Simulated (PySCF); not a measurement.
A calculated (BP86, PySCF 2.14, x2c-SVPall, the spin-free X2C one-electron Hamiltonian (Gaussian nucleus)) atom or ion has these occupied shells.

| shell | electrons | orbital energy (eV) | rms radius, mean of both spins (bohr) |
| --- | --- | --- | --- |
| 1s α | 1 | -8228.0 | 0.0624 |
| 1s β | 1 | -8227.9 | 0.0624 |
| 2s α | 1 | -1002.4 | 0.265 |
| 2s β | 1 | -1001.3 | 0.265 |
| 2p α | 3 | -865.56 | 0.238 |
| 2p β | 3 | -864.72 | 0.238 |
| 3s α | 1 | -131.91 | 0.796 |
| 3s β | 1 | -129.53 | 0.796 |
| 3p α | 3 | -92.308 | 0.849 |
| 3p β | 3 | -89.973 | 0.849 |
| 3d α | 5 | -29.466 | 1.10 |
| 3d β | 3 | -27.886 | 1.10 |

Problem. Name the element and its charge.

Solution. Ni²⁺ (nickel, charge +2), in [Ar] 3d8, high-spin 3F determinant.
